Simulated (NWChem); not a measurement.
The numbers come from NWChem runs, not from measurements. System: C$_{3}$H$_{2}$F$_{4}$, charge 1, spin multiplicity 2, at the geometry of a parent with another charge or spin, in a state set for the comparison that need not be this species' ground state. Its SCF solution wasn't tested for a lower state. Level: UB3LYP/def2-SVP, VWN1-RPA local correlation.

Job file:

```
start mol
memory heap 200 mb stack 900 mb global 1100 mb
charge 1
geometry units angstroms nocenter noautoz noautosym
  C      1.897767    -0.545966    -0.427383
  C      0.900915     0.129608     0.124739
  F      1.083465     1.131444     0.974545
  C     -0.565714    -0.122051    -0.113241
  F     -1.181855    -0.435830     1.025750
  F     -1.157752     0.966252    -0.603227
  F     -0.745611    -1.119608    -0.974139
  H      1.686132    -1.359813    -1.119158
  H      2.931831    -0.290058    -0.191896
end
basis spherical
  * library def2-svp
end
dft
  xc b3lyp
  odft
  mult 2
  semidirect memsize 60000000 filesize 0
  iterations 100
end
task dft energy
```

Output (cleaned and shortened):

```
             Northwest Computational Chemistry Package (NWChem) 7.3.0
             --------------------------------------------------------

                                NWChem Input Module
                                -------------------

 Scaling coordinates for geometry "geometry" by  1.889725989
 (inverse scale =  0.529177249)

                             Geometry "geometry" -> ""
                             -------------------------

 Output coordinates in angstroms (scale by  1.889725989 to convert to a.u.)

  No.       Tag          Charge          X              Y              Z
 ---- ---------------- ---------- -------------- -------------- --------------
    1 C                    6.0000     1.89776700    -0.54596600    -0.42738300
    2 C                    6.0000     0.90091500     0.12960800     0.12473900
    3 F                    9.0000     1.08346500     1.13144400     0.97454500
    4 C                    6.0000    -0.56571400    -0.12205100    -0.11324100
    5 F                    9.0000    -1.18185500    -0.43583000     1.02575000
    6 F                    9.0000    -1.15775200     0.96625200    -0.60322700
    7 F                    9.0000    -0.74561100    -1.11960800    -0.97413900
    8 H                    1.0000     1.68613200    -1.35981300    -1.11915800
    9 H                    1.0000     2.93183100    -0.29005800    -0.19189600

 Effective nuclear repulsion energy (a.u.)     334.2610803609

            Nuclear Dipole moment (a.u.)
            ----------------------------
        X                 Y               Z
 ---------------- ---------------- ----------------
    -0.0000113384    -0.0000056692    -0.0000056692


 Summary of "ao basis" -> "" (spherical)
 ------------------------------------------------------------------------------
       Tag                 Description            Shells   Functions and Types
 ---------------- ------------------------------  ------  ---------------------
 *                          def2-svp                  on all atoms

                                 NWChem DFT Module
                                 -----------------
[...]
 overlap   1.000  1.000  1.000  1.000  1.000  1.000  1.000  0.976  0.976  1.000

   alpha     11     12     13     14     15     16     17     18     19     20
    beta     11     12     13     14     15     16     17     18     19     20
 overlap   1.000  0.998  0.997  0.997  0.998  0.987  0.936  0.987  0.936  1.000

   alpha     21     22     23     24     25     26     27     28     29     30
    beta     21     23     22     25     24     26     28     27     29     30
 overlap   0.999  0.950  0.951  0.918  0.999  1.000  0.863  0.947  0.996  0.999

   alpha     31     32     33     34     35     36     37     38     39     40
    beta     31     32     33     34     35     36     37     38     40     39
 overlap   0.999  0.996  0.994  0.999  0.980  0.984  0.993  0.998  0.987  0.993

   alpha     41     42     43     44     45     46     47     48     49     50
    beta     41     42     43     44     45     46     47     48     49     50
 overlap   0.991  0.991  0.954  0.999  0.965  0.988  0.987  0.998  0.998  0.998

   alpha     51     52     53     54     55     56     57     58     59     60
    beta     51     52     53     54     55     57     56     58     59     60
 overlap   1.000  0.993  0.984  1.000  0.981  0.890  0.895  1.000  1.000  0.993

   alpha     61     62     63     64     65     66     67     68     69     70
    beta     61     62     64     63     65     67     66     68     69     70
 overlap   1.000  0.993  0.919  0.926  1.000  0.936  0.936  0.995  0.993  0.999

   alpha     71     72     73     74     75     76     77     78     79     80
    beta     71     72     73     74     75     76     77     78     79     80
 overlap   0.999  0.993  0.997  0.999  0.997  0.996  0.998  0.998  0.985  0.987

   alpha     81     82     83     84     85     86     87     88     89     90
    beta     81     83     82     84     85     86     87     88     89     90
 overlap   0.990  0.997  0.989  0.999  1.000  0.999  1.000  1.000  1.000  1.000

   alpha     91     92     93     94     95     96     97     98     99    100
    beta     91     92     93     95     94     96     97     98     99    100
 overlap   0.980  0.998  0.998  0.861  0.878  1.000  0.999  0.998  1.000  0.998

   alpha    101    102    103    104    105    106    107    108
    beta    101    102    103    104    105    106    107    108
 overlap   1.000  1.000  1.000  1.000  1.000  1.000  1.000  1.000

     --------------------------
     Expectation value of S2:
     --------------------------
      <S2> =      0.7520 (Exact =     0.7500)

 center of mass
 --------------
 x =  -0.10907127 y =   0.03610650 z =   0.02855975

 moments of inertia (a.u.)
 ------------------
         507.544267281857         -51.553446978211         -50.391189047073
         -51.553446978211         784.181167300483         -95.772700730346
         -50.391189047073         -95.772700730346         814.770940364329

     Multipole analysis of the density
     ---------------------------------

     L   x y z        total         alpha         beta         nuclear
     -   - - -        -----         -----         ----         -------
     0   0 0 0      1.000000    -28.000000    -27.000000     56.000000

     1   1 0 0      2.797668      0.099006      2.698674     -0.000011
     1   0 1 0     -0.534316     -0.183583     -0.350727     -0.000006
     1   0 0 1     -0.401870     -0.153758     -0.248105     -0.000006

     2   2 0 0    -14.630146   -154.518443   -145.942907    285.831204
     2   1 1 0     -2.285897     -9.301627    -10.370586     17.386316
     2   1 0 1     -1.741251     -9.684664    -10.473907     18.417320
     2   0 2 0    -24.041299    -78.886560    -76.667649    131.512911
     2   0 1 1      1.067126    -23.955549    -23.643186     48.665861
     2   0 0 2    -24.483071    -71.109221    -69.034023    115.660173

 Task  times  cpu:       13.1s     wall:       13.1s

 Total times  cpu:       13.1s     wall:       13.1s
```
